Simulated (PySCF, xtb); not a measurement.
C4H5BO2, SMILES C#CB(O)C(C)=O. One conformer was computed; it need not be the lowest.

Harmonic wavenumbers (cm⁻¹) from GFN2-xTB (xtb 6.7.1) at its own minimum, in rising order: 29, 96, 123, 133, 208, 232, 363, 474, 539, 589, 636, 663, 677, 714, 894, 951, 957, 1073, 1154, 1327, 1351, 1451, 1454, 1740, 2203, 3021, 3027, 3043, 3361, 3576.

Task: What does PBE-D3(BJ)/def2-SVP (PySCF) give at its own minimum? (The exact figures need the calculation; the answer reports its results.)

Result: 34, 109, 127, 145, 224, 241, 352, 491, 543, 600, 634, 663, 663, 720, 876, 929, 954, 1097, 1244, 1303, 1366, 1374, 1383, 1710, 2101, 2959, 3045, 3088, 3392, 3699. Paired by order, the mean absolute difference is 29 cm⁻¹ and the zero-point energies are 51.5 and 51.6 kcal/mol.
